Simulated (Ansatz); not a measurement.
Two members of one family (Series CuX(AsH3)), computed with Ansatz in the gas phase. The two geometries come from different levels. Binding counts from free atoms in the multiplicity of their measured ground term, without zero-point energy. Names give formal oxidation states. A dash marks a value that wasn't run or was left out as unsound. The structures are stationary points that may keep the symmetry of their start.

First: Cu(AsH3)(OH) (singlet, charge 0, PBE-D4/def2-TZVP geometry).

```csv
atom,x (Å),y (Å),z (Å)
Cu1,0.5067,-0.9126,0.0496
As2,-0.4565,1.1134,0.0422
H3,-1.9302,1.2706,0.3909
H4,-0.4870,1.9621,-1.2238
H5,0.0644,2.2007,0.9716
O6,1.3769,-2.4739,0.1446
H7,0.9258,-3.1603,-0.3751
```

| level | HOMO (eV) | LUMO (eV) | gap (eV) | vertical IE (eV) | vertical triplet (eV) | binding per atom (eV) |
| --- | --- | --- | --- | --- | --- | --- |
| PBE-D4/def2-TZVP | -4.80 | -1.47 | 3.33 | 8.36 | 4.06 | 2.73 |
| r2SCAN-D4/def2-TZVP | -4.99 | -1.29 | 3.70 | 8.27 | 4.11 | 2.71 |
| PBE0-D4/def2-SVP | -5.60 | -0.43 | 5.17 | – | – | 2.62 |
| ωB97X-V/def2-TZVP | -8.62 | 1.30 | 9.92 | – | – | 2.70 |
| ωB97M-V/def2-TZVP | -8.62 | 0.93 | 9.55 | – | – | 2.67 |

Metal–donor distances: 1 × As 2.24 Å, 1 × O 1.79 Å.

Second: Cu(AsH3)(NH2) (singlet, charge 0, PBE0-D4/def2-SVP geometry).

```xyz
8

Cu   -0.052   -0.592   -0.220
As    0.291    1.560    0.429
H     1.565    1.938    1.151
H    -0.661    2.232    1.392
H     0.322    2.677   -0.591
N    -0.223   -2.304   -0.823
H    -1.132   -2.503   -1.243
H    -0.111   -3.010   -0.094
```

Problem. Estimate the same table for the second.

Solution. 
| level | HOMO (eV) | LUMO (eV) | gap (eV) | vertical IE (eV) | vertical triplet (eV) | binding per atom (eV) |
| --- | --- | --- | --- | --- | --- | --- |
| PBE-D4/def2-TZVP | -4.12 | -1.31 | 2.80 | 7.40 | 3.55 | 2.71 |
| r2SCAN-D4/def2-TZVP | -4.27 | -1.13 | 3.13 | 7.26 | 3.57 | 2.67 |
| PBE0-D4/def2-SVP | -4.74 | -0.29 | 4.45 | – | – | 2.63 |
| ωB97X-V/def2-TZVP | -7.56 | 1.40 | 8.96 | – | – | 2.69 |
| ωB97M-V/def2-TZVP | -7.53 | 1.00 | 8.53 | – | – | 2.66 |

Metal–donor distances: 1 × As 2.27 Å, 1 × N 1.82 Å.
